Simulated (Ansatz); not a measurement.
One change: `[CH3][Al]([CH3])[F]` becomes `[CH3][Al]([F])[SH]`.

Ansatz, PBE0-D4/def2-TZVP geometries, multiplicity 1. Each molecule was computed in one conformer, which needn't be the lowest.

```tsv
property	`[CH3][Al]([CH3])[F]`
LUMO energy (B3LYP/def2-TZVPP) / eV	-0.53
HOMO–LUMO gap (PBE/def2-TZVPP) / eV	5.56
ideal-gas entropy at 298 K and 1 bar (rigid rotor, harmonic PBE0-D4/def2-TZVP) / J/(mol·K)	362
LUMO energy (PBE/def2-TZVPP) / eV	-1.06
HOMO–LUMO gap (ωB97M-V/def2-TZVPP) / eV	11.40
HOMO–LUMO gap (PBE0/def2-TZVPP) / eV	7.65
```

**Question.** Give the same properties after the change, and the shifts. (Best estimate.)

**Answer.** The calculation gave: 
```csv
property,`[CH3][Al]([F])[SH]`,shift
LUMO energy (B3LYP/def2-TZVPP) / eV,-0.63,-0.10
HOMO–LUMO gap (PBE/def2-TZVPP) / eV,5.47,-0.09
"ideal-gas entropy at 298 K and 1 bar (rigid rotor, harmonic PBE0-D4/def2-TZVP) / J/(mol·K)",348,-14
LUMO energy (PBE/def2-TZVPP) / eV,-1.16,-0.10
HOMO–LUMO gap (ωB97M-V/def2-TZVPP) / eV,11.21,-0.19
HOMO–LUMO gap (PBE0/def2-TZVPP) / eV,7.46,-0.19
```

With PBE0 the HOMO rises by 0.06 eV and the LUMO falls by 0.12 eV, so the gap narrows by about 0.18 eV. PBE moves the HOMO by -0.02 eV and ωB97M-V by 0.10 eV. The zero-point energy changes by -66.8 kJ/mol with -6 modes. Modes under 60 cm⁻¹, often nearly free rotors, make the harmonic entropy too high.

B3LYP here is the variant with VWN-RPA as its local correlation; programs differ in this.
